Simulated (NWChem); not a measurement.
Molecule: ScClF$_{2}$; SMILES [F][Sc]([F])[Cl]

```xyz
4

Sc     0.0000     0.0000    -0.3934
F      0.0000     1.5446    -1.3352
F      0.0000    -1.5446    -1.3352
Cl     0.0000     0.0000     1.8997
```
Atoms are numbered in this order, from 1.

All runs: NWChem. Structure relaxed at the PBE0/def2-SVP level.

Task: Taking Hartree-Fock/pcseg-2 as the yardstick, which of these has the fewest basis functions while keeping “dipole (D)” within 0.05 D of it: Hartree-Fock/aug-pcseg-1; Hartree-Fock/def2-SVP; Hartree-Fock/pcseg-1; Hartree-Fock/STO-3G?

Result: Hartree-Fock/aug-pcseg-1.
```
level                     basis functions  dipole (D)
------------------------  ---------------  ----------
Hartree-Fock/STO-3G                    37        1.45
Hartree-Fock/pcseg-1                   77        0.80
Hartree-Fock/def2-SVP                  77        0.51
Hartree-Fock/aug-pcseg-1              120        0.66
Hartree-Fock/pcseg-2                  150        0.63
```

The yardstick is one finite set, not the basis-set limit.
